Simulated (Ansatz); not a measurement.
Input and output for CH6AlFOSi (`C[O][Al]([F])[SiH3]`).

```yaml
crystal:
  periodic: [false, false, false]
  atoms:
    - {symbol: C, position_ang: [0.052113, -1.397271, 1.771324]}
    - {symbol: O, position_ang: [0.934602, -1.231988, 0.611892]}
    - {symbol: Al, position_ang: [1.032959, -0.215247, -0.819524]}
    - {symbol: F, position_ang: [2.369520, -0.496603, -1.880298]}
    - {symbol: Si, position_ang: [-0.662837, 1.611670, -1.395386]}
    - {symbol: H, position_ang: [0.644236, -1.233149, 2.742418]}
    - {symbol: H, position_ang: [-0.373759, -2.464409, 1.792378]}
    - {symbol: H, position_ang: [-0.832654, -0.659481, 1.763250]}
    - {symbol: H, position_ang: [-1.767529, 1.713925, -0.293258]}
    - {symbol: H, position_ang: [0.036883, 3.004676, -1.512401]}
    - {symbol: H, position_ang: [-1.365075, 1.308027, -2.758767]}
basis:
  gaussian: {orbitals: def2-SVPD}
hamiltonian: {xc: {name: B97}}
accuracy: high
output: {forces: true}
```

```sh
$ ansatz run in.yaml --threads 4 --pin off --events-out ev --progress --plain --max-ram 10444MiB
```

It prints (some lines left out):

```
Functional definition: B97
  name "B97"
  cite "Becke, J. Chem. Phys. 107, 8554 (1997) doi:10.1063/1.475007"
  parameter cx = 0.1943
  parameter cx0 = 0.8094
  parameter cx1 = 0.5073
  parameter cx2 = 0.7481
  parameter css0 = 0.1737
  parameter css1 = 2.3487
  parameter css2 = -2.4868
  parameter cos0 = 0.9454
  parameter cos1 = 0.7471
  parameter cos2 = -4.5961
  exchange = spin_sum(e_x_unif_s*poly(b97_u_x, cx0, cx1, cx2)) + cx*exact_x
  correlation = spin_sum(e_c_pw_same_spin*poly(b97_u_same, css0, css1, css2))
      + integral(e_c_pw_opposite_spin*poly(b97_u_opposite, cos0, cos1, cos2))
3221 factors; integrals over basis functions are off by at most 3.6e-9 eV
mean field evaluation 1: about -20355.5471 eV, gradient 6.4e1 eV
mean field evaluation 2: about -20313.9060 eV, gradient 1.5e2 eV
mean field evaluation 4: about -20363.0864 eV, gradient 1.3e1 eV
mean field evaluation 8: about -20363.4545 eV, gradient 9.1e-1 eV
mean field evaluation 16: about -20363.4564 eV, gradient 1.2e-4 eV
mean field -20363.45636201 eV, -748.3432184573 hartree, gradient 2.3e-8 eV, S^2 0.000000; 0 other end points of the search recorded, 0 dependent functions left out
the calculation of the forces begins
reference -20363.45636550 eV, -748.3432185856 hartree; 28, 28 occupied and 134, 134 virtual orbitals, 3221 factors
Total energy: -20363.45636550 eV, -748.3432185856 hartree
Atom 0 at     0.052113    -1.397271     1.771324 Å, force     0.116407     0.095504    -0.248291 eV/Å
Atom 1 at     0.934602    -1.231988     0.611892 Å, force    -0.968551     0.377965     0.543067 eV/Å
Atom 2 at     1.032959    -0.215247    -0.819524 Å, force     0.124406    -0.324163     0.288036 eV/Å
Atom 3 at     2.369520    -0.496603    -1.880298 Å, force    -0.878021     0.171298     0.714573 eV/Å
Atom 4 at    -0.662837     1.611670    -1.395386 Å, force    -0.228528     0.267707    -0.107976 eV/Å
Atom 5 at     0.644236    -1.233149     2.742418 Å, force    -0.604191    -0.166860    -1.243506 eV/Å
Atom 6 at    -0.373759    -2.464409     1.792378 Å, force     0.575534     1.259848    -0.142487 eV/Å
Atom 7 at    -0.832654    -0.659481     1.763250 Å, force     1.085399    -0.839960    -0.074706 eV/Å
Atom 8 at    -1.767529     1.713925    -0.293258 Å, force     0.763147    -0.081456    -0.746634 eV/Å
Atom 9 at     0.036883     3.004676    -1.512401 Å, force    -0.471717    -0.959518     0.083459 eV/Å
Atom 10 at    -1.365075     1.308027    -2.758767 Å, force     0.486117     0.199636     0.934464 eV/Å
Dipole moment:    -0.448699     0.128120     0.313261 e Å
```

It took 19 s on 4 threads of an Arm Neoverse V2 on a shared host, with 1.1 GiB of host memory at the peak.
